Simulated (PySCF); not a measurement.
Acid–base and redox partners of COC. Isolated molecules, 0 K electronic values unless said otherwise. One relaxed conformer stands for each flexible species; it need not be the lowest. Strings in code marks are SMILES.

Quantity: vertical ionisation energy (energy after one electron is removed minus that of the parent at the parent's geometry), in eV.

Case: `C[OH+]C`. Geometry of `C[OH+]C` (charge +1, multiplicity 1, Å):

```xyz
10

C      1.2102     0.3381     0.1429
O      0.1124    -0.4375    -0.4659
C     -1.2607    -0.0724    -0.0677
H      1.1701     0.2219     1.2247
H      1.0475     1.3668    -0.1663
H      2.1285    -0.0568    -0.2840
H      0.2648    -1.3936    -0.3898
H     -1.3884     0.9621    -0.3738
H     -1.9201    -0.7295    -0.6290
H     -1.3642    -0.1991     1.0088
```

Q: What is the computed vertical ionisation energy (energy after one electron is removed minus that of the parent at the parent's geometry) (B3LYP-D3(BJ)/def2-TZVP // PBE0-D4/def2-TZVP (PySCF))?

A: 18.66 eV.
